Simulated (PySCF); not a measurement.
**The third ionisation energy along the 3d series**

All values are computed (PySCF 2.14, energy differences of UHF-based or UKS calculations, no spin-orbit coupling). Values in eV. The last column holds reference values (NIST; (s) semi-empirical, (t) theoretical, else measured). Unmarked ones compare directly (S terms, centres of terms, or small fine structure); those marked * lie between the lowest fine-structure levels and include a spin-orbit shift.

```
                          element        configurations     UHF  MP2 (valence)  SCS-MP2 (valence)          reference
Sc (jorge-DZP-DKH, spin-free X2C)       [Ar] 3d1 → [Ar]  23.905            n/a                n/a           24.757 *
Ti (jorge-DZP-DKH, spin-free X2C)   [Ar] 3d2 → [Ar] 3d1  26.616         26.682             26.638           27.492 *
Cr (jorge-DZP-DKH, spin-free X2C)   [Ar] 3d4 → [Ar] 3d3  29.938         30.310             30.062   30.959 ± 0.025 *
Fe (jorge-DZP-DKH, spin-free X2C)   [Ar] 3d6 → [Ar] 3d5  28.371         29.447             29.472   30.651 ± 0.012 *
Co (jorge-DZP-DKH, spin-free X2C)   [Ar] 3d7 → [Ar] 3d6  31.461         32.782             32.771  33.5 ± 0.06 (s) *
Cu (jorge-DZP-DKH, spin-free X2C)   [Ar] 3d9 → [Ar] 3d8  34.188         36.085             35.887   36.841 ± 0.012 *
Zn (jorge-DZP-DKH, spin-free X2C)  [Ar] 3d10 → [Ar] 3d9  37.119         39.400             39.115           39.723 *
```

Problem. Fill in the row of Mn (jorge-DZP-DKH, spin-free X2C) ([Ar] 3d5 → [Ar] 3d4).

Solution. UHF 31.830; MP2 (valence) 32.221; SCS-MP2 (valence) 31.960; reference 33.668 ± 0.012 * (eV).

"Valence" correlates the outer s and p shells and, in groups 3 to 12 and the f block, the outer d or f shell, open or full, or the next shell where the ion has no valence electron left; the wider scheme adds the next inner shell.
